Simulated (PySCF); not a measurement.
**Ionisation energy of Os⁷³⁺ by level of theory**

Os⁷³⁺ [He] 2s1 (2S) → Os⁷⁴⁺ 1s2 (1S), as a difference of total energies. All numbers are calculated (PySCF 2.14, scalar relativity by spin-free X2C-1e, in an even-tempered Gaussian basis (18 s from 54 bohr⁻², ratio 2.2; 8 p from 82 bohr⁻², ratio 2.4; 5 d from 250 bohr⁻², ratio 2.4; 5 f from 370 bohr⁻², ratio 2.4; 4 g from 550 bohr⁻², ratio 2.4)). Correlated levels: nothing frozen; virtual orbitals above 40 to 60 times the deepest correlated orbital energy dropped. The calculations carry no spin-orbit coupling.

```
                 method  ionisation energy (eV)
                    UHF                 20949.7
                    LDA                 20936.1
                    PBE                 20958.1
                   PBE0                 20956.0
                 r2SCAN                 20945.7
              BHandHLYP                 20954.5
                   TPSS                 20956.1
    MP2 (all electrons)                 20950.0
SCS-MP2 (all electrons)                 20949.9
```

For this ion Breit and QED terms and the two-electron picture change, all absent here, outweigh the differences among the correlated methods.

For comparison: 20920.6 ± 0.22 eV (theoretical estimate listed by NIST; NIST Atomic Spectra Database, ionization energies).
